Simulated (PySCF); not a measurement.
Computed shifts of a molecule C3H8GeSi, PBE0/pcSseg-1 run with PySCF, GIAO, gas phase, equivalent atoms averaged, in ppm (number of nuclei): ¹³C: 86.8 (1), 77.4 (1), 3.4 (1). ²⁹Si: -102.4 (1). ¹H: 4.28 (2), 3.99 (3), 2.26 (1), 2.18 (1), 1.96 (1). References: ¹³C against TMS (σ = 186.3 ppm); ⁷³Ge against GeH4 (σ = 1658.3 ppm); ²⁹Si against TMS (σ = 352.7 ppm); ¹H against TMS (σ = 31.56 ppm), references at their B3LYP-D3(BJ)/def2-TZVP geometries, non-relativistic. Coordinates come from a r2SCAN-D4/def2-SVP optimisation. The values are those of a single conformer.

### Question
Identify the compound among the candidates.
A. [GeH3][C]1=C[SiH2]C1
B. C#C[CH2][GeH2][SiH3]
C. C1=[CH][GeH2][SiH2]C1
D. C#C[Si@@H](C)[GeH3]

### Answer
B, C#C[CH2][GeH2][SiH3]
